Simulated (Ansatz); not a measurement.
`F[BH][AlH][F]` → Al• + B• + 2 F• + 2 H•  (atomization)

Isolated molecules relaxed with PBE0-D4/def2-TZVP in Ansatz; ΔE leaves out vibrations. CCSD(T)/CBS is the MP2 limit (def2-TZVPP, def2-QZVPP) plus CCSD(T) − MP2 in def2-TZVPP, frozen cores. This one scheme is used for every species, atoms too. DFT in def2-TZVPP. B3LYP here is the variant with VWN-RPA as its local correlation; programs differ in this. No spin–orbit coupling; open shells (•) take unrestricted orbitals. Spin–orbit coupling would lower the free atoms: a little for Al, B, F. Each species was taken in one conformer, which may not be the lowest.

```csv
level,ΔE (kJ/mol),difference from CCSD(T)/CBS
revPBE-D4,2082.6,-39.5
PBE0-D4,2095.7,-26.4
B3LYP-D4,2112.3,-9.8
ωB97X-V,2125.7,3.6
B2PLYP,2104.6,-17.5
PBE-QIDH,2097.4,-24.7
PBE,2135.5,13.4
BLYP,2101.5,-20.6
r2SCANh,2108.0,-14.1
CAM-B3LYP,2129.7,7.6
HF/def2-SVP,1638.0,-484.1
MP2/def2-TZVPP,2138.8,16.7
CCSD/def2-TZVPP,2038.3,-83.8
HF/def2-QZVPP,1637.1,-485.0
MP2/def2-QZVPP,2173.2,51.1
HF/CBS(def2),1638.0,-484.1
CCSD(T)/CBS,2122.1,0
```

Problem. What do rigid-rotor, harmonic-oscillator terms from PBE0-D4/def2-TZVP frequencies (298.15 K, 1 bar) make of the CCSD(T)/CBS value? (An estimate is asked.)

Solution. Ansatz gave: ΔZPE = -62.6 kJ/mol, ΔH = +2079.3 kJ/mol, ΔS = 545 J/(mol·K), ΔG = +1916.6 kJ/mol. Open shells count their whole term as degenerate. Modes under 50 cm⁻¹ make the entropy rough.

Largest T1 diagnostic among the species: 0.018.

In def2-TZVPP, CCSD(T) changes the Hartree–Fock value by +435.6 kJ/mol (the triples alone add +27.9 kJ/mol) and MP2 by +508.3 kJ/mol; breaking electron pairs costs correlation energy, which Hartree–Fock lacks. From PBE to PBE0 (25 % exact exchange), in def2-TZVPP and without D4, ΔE moves by −46.0 kJ/mol: exact exchange takes away binding that semilocal exchange gives to molecules. At CCSD(T), def2-SVP lies −112.1 kJ/mol from the extrapolated value and def2-TZVPP −56.0 kJ/mol: correlation converges slowly with the basis, and small sets miss more of it in the bonded molecule than in its fragments.

For atomizations the MP2-based limit and the directly extrapolated one differ by several kJ/mol either way, and by 10 to 25 for some Ge, Se and Sn compounds, so smaller differences from it don't rank the levels.
